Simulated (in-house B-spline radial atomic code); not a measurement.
Results of a calculation; reference values are marked as such.
# Building a PAW s channel for K, r_c = 2.99 bohr

K, [Ar] 4s1, non-relativistic LDA (VWN5), spherical and spin-unpolarised, from an all-electron radial atomic-structure program (B-spline basis) (atomic units; all potentials screened as in the neutral atom).

Two all-electron partial waves φ1, φ2 are integrated outwards at E1 = ε(4s) = -0.088815 and E2 = E1 + 0.5 hartree; φ1 is the bound orbital and φ2 has unit norm inside r_c = 2.9949 bohr. Smooth partners are polynomials, r^1(a0 + a1 r² + a2 r⁴ + a3 r⁶), matched to φ and three derivatives at r_c, with no condition on the norm. The local potential is -2.04055 + (0.496934) r² + (-0.0515431) r⁴ + (0.00197212) r⁶ inside 2.5549 bohr and the all-electron one outside.

```json
{"wave": "1", "φ(r_c)": "0.4195115", "φ'(r_c)": "0.1427336", "a0": "-0.02716922", "a1": "0.04762031", "a2": "-0.004398312", "a3": "0.0001302183"}
{"wave": "2", "φ(r_c)": "0.7934541", "φ'(r_c)": "-0.5762045", "a0": "0.1802504", "a1": "0.1091918", "a2": "-0.01596199", "a3": "0.0005397031"}
```

Inside r_c the overlaps are <φi φj> = [[0.13215, 0.35498], [0.35498, 1.00000]] and, for the smooth waves, [[0.11855, 0.34081], [0.34081, 1.09832]]. With χj = (Ej − T − V_local) applied to smooth wave j, the program's quadrature gives the matrix B_ij = <smooth i, χj> as [[0.03450, 0.15021], [0.15730, 0.72410]].

Q: Check the match of the first wave, and find the augmentation charges q_ij.

A: At r_c the four terms are -0.08137, 1.27920, -1.05974, 0.28142, which sum to 0.4195, φ1(r_c) to rounding. q_ij is the all-electron overlap less the smooth one: [[0.01360, 0.01417], [0.01417, -0.09832]]. The smooth first wave has a norm of 0.1185 inside r_c against 0.1321, and q11 > 0 puts back the missing charge.

Q: B isn't symmetric. Show that D_ij = B_ij + Ej q_ij is.

A: Integrating by parts gives B12 − B21 = (E1 − E2) q12: 0.15021 − (0.15730) = -0.00708, and −0.5 × (0.01417) = -0.00708. So D12 = 0.15021 + (0.411185)(0.01417) = 0.15604 and D21 = 0.15730 + (-0.088815)(0.01417) = 0.15604; D11 = 0.03329, D22 = 0.68368. The projectors, p = (B⁻¹)ᵀ χ, are dual to the smooth waves; det B = 0.0014.

Solving (T + V_local + Σ p D p) ψ = E (1 + Σ p q p) ψ in a sphere of 9 bohr, whose wall lifts the free-atom level a little, gives these levels:

| all-electron | one projector | two projectors |
| --- | --- | --- |
| -0.079187 | -0.079195 | -1.573640 |
| 0.170854 | 0.098627 | -0.079187 |
| 0.572589 | 0.186702 | 0.170845 |
| 1.128440 | 0.585507 | 0.572557 |
| 1.829010 | 1.123630 | 1.126350 |

Q: What does the second projector gain?

A: With one projector the errors are -0.01 millihartree, and the level at 0.0986 is out of step with the all-electron series: an extra state, or one far too low, so the pairing ends there; skipping it, the next levels are off by +15.8, +12.9, -4.8 millihartree. With two a ghost lies below the reference level, so the set fails. The lowest eigenvalue of the overlap operator is 1 with one and 0.2264 with two projectors. The smooth orbital alone needs a cutoff of 1.69 hartree for 1 millihartree of kinetic energy, against 1.62 for a norm-conserving Troullier-Martins orbital of the same radius, which is no gain while the set fails. The first smooth wave changes sign inside r_c, since a0 and φ(r_c) differ in sign; such a node invites a ghost below the level.
